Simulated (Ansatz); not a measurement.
# Worked example: C2H3BrF2 + C5H12 → C3H6F2 + C4H9Br

Species: C2H3BrF2 `FCC(F)Br`, singlet; C5H12 (pentane) `CCCCC`, singlet; C3H6F2 `CC(F)CF`, singlet; C4H9Br (1-bromobutane) `CCCCBr`, singlet. The partners trade Br for CH3; both sit on C, so the bond types are kept.

Shapes, held fixed at every level: PBE0-D4/def2-TZVP. Flexible molecules stand in one conformer, not always the lowest. Programs: Ansatz 0.2.0. Electronic energies: no zero-point or thermal term.

At CCSD(T)/def2-TZVPP; 1 Eh = 2625.50 kJ/mol:

```
 species   energy (Eh)
C2H3BrF2  -2850.047770
   C5H12   -197.395313
  C3H6F2   -317.187558
  C4H9Br  -2730.266627
```

Problem. Work out ΔE of the reaction at this level.

Solution. 
1. Products less reactants: (-317.187558) + (-2730.266627) − [(-2850.047770) + (-197.395313)] = -0.011102 Eh = -29.1 kJ/mol.

Other levels give -30.3 (CCSD/def2-TZVPP) to -24.1 kJ/mol (PBE-D4/def2-TZVPP). No measured value is set beside it here. Relativity is left out for Br. Outer-core shells of Br are correlated, in sets that cover them unevenly.
